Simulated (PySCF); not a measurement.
Be(Me)(NMe2) (C3H9BeN), SMILES [CH3][Be][N](C)C. Atoms are numbered in the order given.

```xyz
14

Be     0.6184     0.5625    -0.5091
C      1.6840     1.5390    -1.3772
H      2.7204     1.1564    -1.3545
H      1.7224     2.5632    -0.9617
H      1.4000     1.6423    -2.4396
N     -0.3378    -0.3094     0.2754
C     -1.2069     0.1903     1.3219
C     -0.4825    -1.7351     0.0593
H     -2.2766     0.0157     1.0887
H     -1.0020    -0.2968     2.2965
H     -1.0734     1.2760     1.4619
H     -0.2415    -2.3176     0.9712
H     -1.5164    -2.0050    -0.2363
H      0.1906    -2.0838    -0.7417
```

Geometry: ωB97X-D3(BJ)/def2-SVP. The structure was generated by enumeration; whether it is a known compound was not checked. Other conformers were not sampled.

Calculation: KT2/pcSseg-1 (PySCF).

GIAO shieldings, no solvent; atoms alike by connectivity are averaged. δ = σ(ref) − σ: ¹³C against TMS (σ = 185.1 ppm); ¹H against TMS (σ = 31.47 ppm); ¹⁵N against NH3 (σ = 266.2 ppm), references at their B3LYP-D3(BJ)/def2-TZVP geometries, non-relativistic.

### Question
Estimate the chemical shifts. (Estimate from the structure and the level; the computed values follow.)

### Answer

```
nucleus                        atoms  count  δ (ppm)
-------  ---------------------------  -----  -------
¹³C                           C7, C8      2     42.9
¹³C                               C2      1    -17.4
¹H       H9, H10, H11, H12, H13, H14      6     2.98
¹H                        H3, H4, H5      3    -0.33
¹⁵N                               N6      1     69.9
```
